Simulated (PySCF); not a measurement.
# Electron correlation in Cl⁺ (chlorine, charge +1)

[Ne] 3s2 3p4, high-spin 3P determinant. Computed with PySCF 2.14 in 6-31G*, with the non-relativistic Hamiltonian (point nucleus). Frozen: [Ne]; 6 electrons correlated.

MP2 pair energies summed by pair of shells (mhartree):

```csv
pair,energy,share (%)
3p-3p,-39.97,47.6
3s-3p,-36.81,43.9
3s-3s,-7.13,8.5
```

Total MP2 correlation energy: -83.91 mhartree.

Same-spin part -20.04 and opposite-spin part -63.87 mhartree; SCS-MP2 scales them by 1/3 and 6/5 to -83.33 mhartree.

```tsv
level	correlation energy (mhartree)
CCSD	-102.63
(T)	-1.16
CCSD(T)	-103.79
```

Diagnostics: T1 = 0.0058, D1 = 0.0189, largest double amplitude 0.049.

Cost of the coupled-cluster step: 0.09 s of wall time on 1 thread of Neoverse-V1 (shared host), for 6 correlated electrons.
